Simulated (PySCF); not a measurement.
# Shapes and spin states of IrSBr

All numbers come from PBE0 in PySCF with Ir def2-SVP with ECP60, S def2-SVP, Br def2-SVP; scalar-relativistic core potentials, no spin–orbit coupling; density-fitted integrals.

Relaxations began from a few typed shapes and spin states; open shells are unrestricted. The search is not exhaustive: other isomers or separated fragments can lie lower, and high-lying points may rest on an excited occupation.

Question: Which is the lowest minimum found?
A. broken-symmetry Ms = 0 (⟨S²⟩ 0.59) Cs: Ir–Br 2.328 Å, Ir–S 2.037 Å; Br–Ir–S 151.9°
B. singlet (closed shell, unstable to spin polarisation) Cs: Ir–Br 2.319 Å, Ir–S 2.018 Å; Br–Ir–S 157.8°
C. quintet Cs: Ir–Br 2.417 Å, Ir–S 2.142 Å; Br–Ir–S 153.7°
D. triplet Cs: Ir–Br 2.323 Å, Ir–S 2.056 Å; Br–Ir–S 116.0°
E. singlet (closed shell, unstable to spin polarisation) C∞v: Ir–Br 2.325 Å, Ir–S 2.020 Å; Br–Ir–S 180.0°

Answer: A. The others lie at 2.7 (triplet Cs), 4.6 (singlet Cs), 5.6 (singlet C∞v, a saddle point), 17.3 (quintet Cs) kJ/mol above it.

For the lowest minimum: the determinant is spin-contaminated (⟨S²⟩ = 0.59, pure value 0.00). With an element this heavy the missing spin–orbit coupling can shift these numbers.
